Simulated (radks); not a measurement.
The numbers below are computed, except where a source is named.
Effect of the nuclear size on neutral molybdenum, [Kr] 4d5 5s1. Level of theory: Dirac Kohn-Sham, LDA (Slater exchange, Perdew-Wang correlation), spin-unpolarised, spherical densities, finite nucleus; open shells fill j = l - 1/2 first; Fermi nuclear charge, rms radius 4.4091 fm (a radial shooting solver on a logarithmic mesh with Libxc functionals). The rms radius is varied about that value; shifts are against it.

| rms radius (fm) | total energy shift (eV) | density at nucleus (e/bohr^3) | 1s1/2 shift (meV) | 2s1/2 shift (meV) | 4p1/2 shift (meV) | 5s1/2 shift (meV) |
|---|---|---|---|---|---|---|
| 3.858 | -0.347 | 9.178e+04 | -147 | -15.7 | 0.039 | -0.032 |
| 4.1225 | -0.186 | 9.112e+04 | -78.5 | -8.40 | 0.021 | -0.017 |
| 4.4091 | 0 | 9.046e+04 | 0.000 | 0.000 | 0.000 | 0.000 |
| 4.5546 | 0.0985 | 9.014e+04 | 41.7 | 4.46 | -0.011 | 0.009 |
| 5.4364 | 0.756 | 8.844e+04 | 320 | 34.2 | -0.084 | 0.070 |

Slopes of the eigenvalues against <r^2> in GHz/fm^2, as finite differences over the two radii next to the reference (eigenvalue slopes, not the field-shift constants of lines): 1s1/2 7750, 2s1/2 829, 4p1/2 -2.05.
